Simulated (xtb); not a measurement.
SbI₃, SMILES [I][Sb]([I])[I]. All values are semi-empirical tight-binding results from xtb (GFN2-xTB unless named), good for trends rather than for accurate numbers. Coordinates come from a GFN2-xTB optimisation. The isomer is the one that the SMILES or the coordinates give; other isomers of the formula were not compared.

Optimised geometry:

Bond lengths (Å): Sb1–I2 2.743, Sb1–I3 2.743, Sb1–I4 2.743. Angles (°): I2–Sb1–I3 98.3, I2–Sb1–I4 98.3, I3–Sb1–I4 98.3.
Charge 0, spin multiplicity 1.

For metal compounds this method's bond lengths and energies can be far off.

The point group as xtb finds it comes out as C3v and the orbital gap is 3.92 eV. The zero-point energy comes out as 1.1 kcal/mol and the G − E(el) at 298.15 K (modified RRHO) comes out as -22.0 kcal/mol.

Task: Give the atomic charges and the Wiberg bond orders between heavy atoms. (Estimate from the structure and the level; the computed values follow.)

Result: charges (e) Sb1 0.42, I2 -0.14, I3 -0.14, I4 -0.14. Bond orders Sb1–I2 1.17, Sb1–I3 1.17, Sb1–I4 1.17.
